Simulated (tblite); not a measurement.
Record of a relaxation.

C2H6BrOSi (doublet state).
SMILES with atom numbers: `[CH3:1][O:2][SiH2:3][CH:4][Br:5]` (hydrogens: H6, H7, H8 on C1; H9, H10 on Si3; H11 on C4)

Computed with GFN2-xTB (tblite), gas phase: L-BFGS steps from a force-field or distance-geometry start until the largest atomic force falls under 0.01 eV/Å. 14 of its 41 geometries are shown.

Step 0: E = -467.5299 eV, largest atomic force 2.593 eV/Å
```
atom  x, y, z in Å  |  force x, y, z in eV/Å
C1     -1.986    0.210   -0.222   -0.248   0.580   0.184
O2     -0.680    0.624    0.094    0.756  -0.879  -0.425
Si3     0.602   -0.307   -0.456   -2.450  -0.620  -0.579
C4      2.189    0.358    0.032    0.892   0.962   0.693
Br5     3.782   -0.452   -0.420   -0.050   0.030   0.014
H6     -2.224   -0.778    0.189    0.209   0.101  -0.177
H7     -2.158    0.221   -1.308    0.128  -0.155   0.273
H8     -2.685    0.933    0.232    0.278  -0.157  -0.097
H9      0.416   -1.687    0.053    0.057   0.119  -0.034
H10     0.488   -0.362   -1.933    0.070  -0.025   0.115
H11     2.262    1.244    0.638    0.358   0.044   0.033
```

Step 3: E = -467.6603 eV, largest atomic force 0.378 eV/Å
```
atom  x, y, z in Å  |  force x, y, z in eV/Å
C1     -1.987    0.226   -0.215   -0.034  -0.031  -0.004
O2     -0.668    0.588    0.077    0.005   0.024   0.049
Si3     0.547   -0.333   -0.478    0.352  -0.120  -0.065
C4      2.177    0.378    0.047   -0.203   0.175   0.131
Br5     3.777   -0.449   -0.419   -0.325   0.132   0.068
H6     -2.212   -0.768    0.178    0.004  -0.022  -0.003
H7     -2.151    0.213   -1.293   -0.017  -0.008  -0.036
H8     -2.674    0.938    0.234    0.072   0.173   0.106
H9      0.417   -1.688    0.053   -0.017  -0.202   0.024
H10     0.490   -0.365   -1.936    0.001  -0.076  -0.242
H11     2.290    1.264    0.651    0.161  -0.045  -0.029
```

Step 6: E = -467.6915 eV, largest atomic force 0.176 eV/Å
```
atom  x, y, z in Å  |  force x, y, z in eV/Å
C1     -1.987    0.232   -0.211    0.065  -0.034  -0.013
O2     -0.659    0.565    0.070    0.097   0.028  -0.018
Si3     0.554   -0.359   -0.498   -0.016   0.048   0.029
C4      2.142    0.403    0.066    0.139   0.047   0.047
Br5     3.734   -0.432   -0.410   -0.156   0.007  -0.007
H6     -2.206   -0.764    0.172   -0.130  -0.048   0.108
H7     -2.151    0.209   -1.288   -0.076   0.096  -0.058
H8     -2.657    0.961    0.248    0.149  -0.003   0.005
H9      0.417   -1.714    0.054    0.047  -0.075  -0.082
H10     0.493   -0.378   -1.966    0.046  -0.103  -0.025
H11     2.324    1.280    0.662   -0.166   0.039   0.015
```

Step 9: E = -467.7043 eV, largest atomic force 0.194 eV/Å
```
atom  x, y, z in Å  |  force x, y, z in eV/Å
C1     -1.978    0.229   -0.211   -0.010   0.014   0.010
O2     -0.647    0.559    0.064   -0.076  -0.082  -0.063
Si3     0.562   -0.365   -0.503   -0.003  -0.061  -0.035
C4      2.137    0.418    0.078   -0.184  -0.021  -0.019
Br5     3.702   -0.428   -0.409    0.165  -0.088  -0.053
H6     -2.220   -0.764    0.183    0.015   0.124  -0.027
H7     -2.160    0.221   -1.291    0.012   0.013   0.107
H8     -2.628    0.970    0.255    0.067   0.003   0.016
H9      0.425   -1.732    0.041    0.075   0.072  -0.115
H10     0.501   -0.399   -1.979    0.070  -0.074   0.123
H11     2.312    1.294    0.671   -0.131   0.100   0.059
```

Step 12: E = -467.7150 eV, largest atomic force 0.168 eV/Å
```
atom  x, y, z in Å  |  force x, y, z in eV/Å
C1     -1.972    0.229   -0.209   -0.063   0.085   0.035
O2     -0.641    0.544    0.051    0.007  -0.037   0.002
Si3     0.566   -0.377   -0.511    0.038  -0.017  -0.002
C4      2.118    0.431    0.089    0.027  -0.041  -0.029
Br5     3.685   -0.430   -0.413    0.007   0.094   0.061
H6     -2.233   -0.753    0.192    0.039   0.013  -0.032
H7     -2.169    0.234   -1.284   -0.001  -0.039  -0.002
H8     -2.594    0.982    0.265   -0.098   0.112   0.077
H9      0.442   -1.744    0.014    0.058  -0.044  -0.024
H10     0.519   -0.429   -1.979    0.063  -0.037  -0.024
H11     2.283    1.316    0.682   -0.077  -0.089  -0.063
```

Step 15: E = -467.7238 eV, largest atomic force 0.146 eV/Å
```
atom  x, y, z in Å  |  force x, y, z in eV/Å
C1     -1.978    0.245   -0.202    0.033   0.002   0.009
O2     -0.636    0.525    0.041    0.040   0.083   0.047
Si3     0.573   -0.392   -0.519   -0.108  -0.019  -0.019
C4      2.105    0.432    0.091    0.089  -0.040  -0.026
Br5     3.680   -0.415   -0.405    0.037   0.117   0.079
H6     -2.237   -0.738    0.193   -0.075  -0.018   0.064
H7     -2.176    0.238   -1.275   -0.072   0.070  -0.017
H8     -2.583    1.010    0.286    0.003  -0.022  -0.034
H9      0.468   -1.762   -0.013    0.025  -0.131   0.052
H10     0.547   -0.460   -1.982    0.034   0.001  -0.126
H11     2.244    1.320    0.682   -0.006  -0.042  -0.028
```

Step 18: E = -467.7326 eV, largest atomic force 0.184 eV/Å
```
atom  x, y, z in Å  |  force x, y, z in eV/Å
C1     -1.981    0.260   -0.193    0.028  -0.061  -0.014
O2     -0.629    0.518    0.037   -0.027  -0.045  -0.055
Si3     0.570   -0.411   -0.530    0.030  -0.092  -0.056
C4      2.098    0.424    0.086   -0.168  -0.014  -0.017
Br5     3.689   -0.384   -0.385    0.180   0.026   0.025
H6     -2.252   -0.723    0.203   -0.046   0.075   0.046
H7     -2.195    0.254   -1.266   -0.021   0.089   0.073
H8     -2.573    1.034    0.302    0.072  -0.076  -0.062
H9      0.499   -1.796   -0.033   -0.040   0.043   0.020
H10     0.579   -0.491   -2.000   -0.042   0.036   0.024
H11     2.201    1.316    0.676    0.035   0.020   0.016
```

Step 22: E = -467.7425 eV, largest atomic force 0.191 eV/Å
```
atom  x, y, z in Å  |  force x, y, z in eV/Å
C1     -1.979    0.269   -0.184   -0.026   0.022  -0.005
O2     -0.619    0.490    0.016    0.028  -0.090  -0.046
Si3     0.572   -0.450   -0.554    0.053   0.039   0.017
C4      2.072    0.417    0.082    0.191  -0.001   0.005
Br5     3.716   -0.334   -0.352   -0.053   0.068   0.045
H6     -2.279   -0.696    0.225   -0.014  -0.054  -0.002
H7     -2.221    0.288   -1.247   -0.008  -0.040  -0.070
H8     -2.543    1.055    0.314    0.041   0.078   0.076
H9      0.521   -1.830   -0.051   -0.075  -0.003   0.024
H10     0.604   -0.520   -2.022   -0.074   0.017  -0.021
H11     2.160    1.314    0.672   -0.062  -0.036  -0.023
```

Step 25: E = -467.7493 eV, largest atomic force 0.105 eV/Å
```
atom  x, y, z in Å  |  force x, y, z in eV/Å
C1     -1.981    0.277   -0.179   -0.004   0.006  -0.008
O2     -0.610    0.451   -0.011   -0.016   0.062   0.063
Si3     0.589   -0.480   -0.573   -0.054   0.013   0.000
C4      2.072    0.408    0.078    0.027   0.016   0.010
Br5     3.742   -0.282   -0.318    0.071  -0.009  -0.001
H6     -2.305   -0.677    0.243    0.000  -0.009  -0.072
H7     -2.244    0.312   -1.239   -0.021  -0.080  -0.001
H8     -2.508    1.083    0.335    0.099   0.021   0.028
H9      0.526   -1.855   -0.065   -0.033  -0.046   0.023
H10     0.612   -0.542   -2.039   -0.032  -0.003  -0.062
H11     2.112    1.308    0.665   -0.038   0.029   0.021
```

Step 28: E = -467.7522 eV, largest atomic force 0.080 eV/Å
```
atom  x, y, z in Å  |  force x, y, z in eV/Å
C1     -1.982    0.279   -0.179    0.037  -0.003   0.007
O2     -0.609    0.445   -0.012    0.023   0.018   0.012
Si3     0.590   -0.485   -0.578    0.005  -0.014  -0.008
C4      2.077    0.405    0.075   -0.077  -0.014  -0.015
Br5     3.760   -0.267   -0.306    0.012   0.007   0.007
H6     -2.311   -0.675    0.240    0.009   0.005  -0.027
H7     -2.251    0.309   -1.238    0.008  -0.017   0.024
H8     -2.489    1.091    0.343    0.021  -0.006  -0.012
H9      0.518   -1.862   -0.062   -0.014   0.035  -0.022
H10     0.605   -0.543   -2.049   -0.020  -0.010   0.034
H11     2.098    1.306    0.664   -0.004  -0.002   0.001
```

Step 31: E = -467.7528 eV, largest atomic force 0.042 eV/Å
```
atom  x, y, z in Å  |  force x, y, z in eV/Å
C1     -1.978    0.278   -0.179    0.009   0.004   0.004
O2     -0.606    0.447   -0.011    0.010   0.007   0.003
Si3     0.589   -0.486   -0.579   -0.010   0.007   0.002
C4      2.073    0.406    0.075    0.028   0.001  -0.002
Br5     3.760   -0.266   -0.305   -0.033   0.021   0.015
H6     -2.310   -0.676    0.236    0.022  -0.006   0.012
H7     -2.250    0.305   -1.237    0.025   0.010  -0.003
H8     -2.483    1.091    0.343   -0.008  -0.003  -0.005
H9      0.514   -1.860   -0.063   -0.010  -0.012  -0.006
H10     0.600   -0.544   -2.047   -0.014  -0.010  -0.007
H11     2.097    1.307    0.665   -0.020  -0.020  -0.011
```

Step 34: E = -467.7533 eV, largest atomic force 0.040 eV/Å
```
atom  x, y, z in Å  |  force x, y, z in eV/Å
C1     -1.973    0.281   -0.176   -0.014  -0.001  -0.007
O2     -0.601    0.446   -0.011   -0.013   0.002   0.003
Si3     0.589   -0.491   -0.583   -0.006  -0.007  -0.004
C4      2.070    0.402    0.072   -0.008   0.012   0.005
Br5     3.762   -0.252   -0.295    0.029  -0.017  -0.009
H6     -2.308   -0.673    0.237    0.032   0.004   0.024
H7     -2.249    0.308   -1.233    0.033   0.015  -0.015
H8     -2.475    1.096    0.345   -0.007  -0.006   0.005
H9      0.512   -1.865   -0.069   -0.012  -0.023   0.004
H10     0.597   -0.551   -2.050   -0.014  -0.005  -0.024
H11     2.082    1.302    0.662   -0.020   0.026   0.018
```

Step 37: E = -467.7541 eV, largest atomic force 0.033 eV/Å
```
atom  x, y, z in Å  |  force x, y, z in eV/Å
C1     -1.966    0.283   -0.175    0.009   0.003  -0.002
O2     -0.595    0.448   -0.009    0.014  -0.005  -0.002
Si3     0.587   -0.496   -0.587    0.017  -0.016  -0.008
C4      2.066    0.401    0.069   -0.033   0.001  -0.001
Br5     3.765   -0.240   -0.286    0.026  -0.017  -0.010
H6     -2.297   -0.671    0.241    0.000   0.006   0.002
H7     -2.237    0.312   -1.232    0.000  -0.003  -0.007
H8     -2.469    1.098    0.346   -0.016  -0.002   0.007
H9      0.503   -1.872   -0.074   -0.006   0.010  -0.002
H10     0.586   -0.560   -2.056   -0.008   0.003   0.008
H11     2.063    1.299    0.661   -0.003   0.021   0.014
```

Step 40: E = -467.7542 eV, largest atomic force 0.008 eV/Å
```
atom  x, y, z in Å  |  force x, y, z in eV/Å
C1     -1.966    0.282   -0.176    0.004   0.003   0.001
O2     -0.595    0.451   -0.007    0.006   0.001   0.000
Si3     0.587   -0.494   -0.586    0.002  -0.001   0.000
C4      2.066    0.403    0.069    0.008   0.002   0.001
Br5     3.764   -0.245   -0.289   -0.004   0.001   0.000
H6     -2.294   -0.673    0.240   -0.003   0.003  -0.002
H7     -2.234    0.310   -1.234   -0.003  -0.002   0.002
H8     -2.473    1.095    0.345   -0.006  -0.003   0.000
H9      0.500   -1.869   -0.072   -0.001  -0.004   0.001
H10     0.582   -0.557   -2.054   -0.002   0.001  -0.002
H11     2.067    1.301    0.663   -0.002  -0.001  -0.001
```

Task: Summarise the path.

Result: The energy falls by 5.17 kcal/mol from step 0 to step 40; nine tenths of that is first reached at step 18. It falls at every step. The largest force goes from 2.593 to 0.008 eV/Å. Among the bonds Si3–C4 changes most, from 1.789 to 1.850 Å; the atoms move by 0.206 Å rms after alignment.

The cost below is that of the whole relaxation. The run took 0.18 s of wall time on one thread of an Arm Neoverse V2, shared host with 96 logical CPUs at a one-minute load of 62.
